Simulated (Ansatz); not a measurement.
The cluster Sr5S4. Charge 0, multiplicity 1. Geometry PBE0-D4/def2-SVP.

```xyz
9

Sr   -1.811    0.077   -2.269
Sr   -1.758    0.028    1.592
Sr    0.718   -2.214   -0.466
Sr    1.214    1.719   -0.418
Sr    3.260    0.939    2.935
S     1.074   -0.378    1.700
S     0.968   -0.262   -2.430
S    -1.597    2.061   -0.298
S    -2.068   -1.970   -0.344
```

In the def2 sets Sr takes a core potential; there is no spin–orbit coupling. LC-ωPBE has ω = 0.4 bohr⁻¹. The restricted singlet is unstable towards broken spin symmetry in Hartree–Fock (as tested in another run); at PBE-D4/def2-SVP, PBE-D4/def2-TZVP, r2SCAN-D4/def2-TZVP, BHLYP-D4/def2-TZVP and others this wasn't settled. The structure comes from a short search, and lower isomers may exist.

Problem. Estimate the orbital energies around the gap (eV) in Ansatz with PBE-D4/def2-SVP, PBE-D4/def2-TZVP, r2SCAN-D4/def2-TZVP, BHLYP-D4/def2-TZVP, LC-ωPBE/def2-TZVP.

Solution. 
| orbital | PBE-D4/def2-SVP | PBE-D4/def2-TZVP | r2SCAN-D4/def2-TZVP | BHLYP-D4/def2-TZVP | LC-ωPBE/def2-TZVP |
| --- | --- | --- | --- | --- | --- |
| HOMO−5 | -4.94 | -4.90 | -5.11 | -6.78 | -8.41 |
| HOMO−4 | -4.93 | -4.89 | -5.09 | -6.77 | -8.40 |
| HOMO−3 | -4.85 | -4.81 | -5.01 | -6.66 | -8.28 |
| HOMO−2 | -4.73 | -4.70 | -4.89 | -6.53 | -8.12 |
| HOMO−1 | -4.67 | -4.65 | -4.83 | -6.47 | -8.05 |
| HOMO | -2.83 | -2.83 | -2.79 | -3.55 | -4.60 |
| LUMO | -1.78 | -1.76 | -1.44 | -0.90 | -0.01 |
| LUMO+1 | -1.58 | -1.57 | -1.30 | -0.62 | 0.11 |
| LUMO+2 | -1.46 | -1.44 | -1.09 | -0.62 | 0.17 |
| LUMO+3 | -1.36 | -1.34 | -0.92 | -0.48 | 0.29 |
| LUMO+4 | -1.15 | -1.16 | -0.86 | -0.08 | 0.61 |
| LUMO+5 | -0.99 | -0.99 | -0.70 | 0.25 | 1.05 |
